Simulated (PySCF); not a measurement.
C₃H₇AlO₂, SMILES [CH3][Al]1[O]CC[O]1. Atoms are numbered in the order given.

```xyz
13

C      2.6623     0.2033     0.2819
Al     0.7494     0.0602     0.0738
O     -0.2117    -1.0475    -0.8281
C     -1.5762    -0.7488    -0.6483
C     -1.7705     0.4866     0.3036
O     -0.5327     0.9939     0.7439
H      2.9900     1.2541     0.2467
H      3.1952    -0.3521    -0.5049
H      2.9802    -0.2057     1.2546
H     -2.0948    -1.6312    -0.2311
H     -2.0410    -0.5449    -1.6302
H     -2.3291     1.2828    -0.2216
H     -2.3820     0.1964     1.1774
```
Charge 0, spin multiplicity 1.

Geometry optimised at PBE0-D3(BJ)/def2-SVP. The geometry has at least one imaginary mode, so it is a saddle point at that level. Other conformers were not sampled.

Method: PBE/def2-TZVP (PySCF).

Gas-phase values at a fixed geometry.

Computed frontier levels, gap, dipole moment and polarisability:
| Item | Value |
|---|---|
| highest occupied level | -5.70 eV |
| lowest empty level | -1.04 eV |
| orbital gap | 4.66 eV |
| dipole moment | 0.94 D |
| quadrupole, principal values (traceless, Buckingham form, about the centre of nuclear charge) | -10.11, 3.54, 6.57 D·Å |
| mean static polarisability | 66.2 bohr³ (9.81 Å³) |
| polarisability, principal values | 55.3, 58.5, 84.8 bohr³ |
